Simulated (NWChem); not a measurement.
System: GaP$_{2}$H$_{5}$; SMILES [GaH]([PH2])[PH2]

The following NWChem deck was run.

```
start job
memory heap 200 mb stack 900 mb global 1100 mb
geometry units angstroms noautoz
  Ga    -0.586425     0.006001     0.076450
  H     -2.170381    -0.050985     0.042929
  P      0.610708    -2.001816    -0.093616
  H     -0.160880    -2.666925     0.902538
  H      1.656644    -1.622560     0.795336
  P      0.465700     2.090560    -0.125308
  H      1.534376     1.799983     0.770022
  H     -0.352357     2.715198     0.859898
end
basis spherical
  * library def2-svp
end
dft
  xc optx lyp
  iterations 150
  mulliken
end
task dft energy
```

Geometry: optimised at B3LYP/6-31G* (spherical d).

Task: What results follow from this input? (OLYP/def2-SVP.) Quantities: energy (Ha); highest occupied level (eV); orbital gap (eV); dipole (D).

Result: 
- energy (Ha) = -2610.66
- highest occupied level (eV) = -5.74
- orbital gap (eV) = 3.68
- dipole (D) = 1.47
